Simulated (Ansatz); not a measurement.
`C=C(N)[O][GeH3]` at its PBE0-D4/def2-TZVP geometry, where that method's forces vanish. The species carries charge 0 and has multiplicity 1.

```xyz
12

C    -1.1920    1.2637    1.0311
C    -0.6636    0.3314    0.2373
N    -0.6735    0.3605   -1.1586
O    -0.0050   -0.7356    0.7330
Ge    1.5823   -1.1874    0.0001
H    -1.0176    1.2287    2.0960
H    -1.8047    2.0561    0.6244
H    -1.0135   -0.4996   -1.5696
H    -1.1594    1.1586   -1.5386
H     1.3576   -1.9365   -1.3225
H     2.1714   -2.1239    1.0609
H     2.4181    0.0839   -0.1934
```

(1) What forces (eV/Å) does ωB97M-V/def2-TZVPP give on these atoms in Ansatz 0.2.0? (An estimate is asked.)

Results:

(1) Computed: 
```
C1   0.000 -0.004 -0.009
C2  -0.198  0.302  0.273
N3  -0.005 -0.011 -0.315
O4   0.122 -0.207  0.086
Ge5  0.141 -0.067 -0.039
H6  -0.012 -0.020 -0.074
H7   0.054 -0.051  0.007
H8   0.003  0.038  0.027
H9   0.013 -0.034  0.013
H10  0.010  0.067  0.102
H11 -0.047  0.080 -0.088
H12 -0.081 -0.093  0.016
```
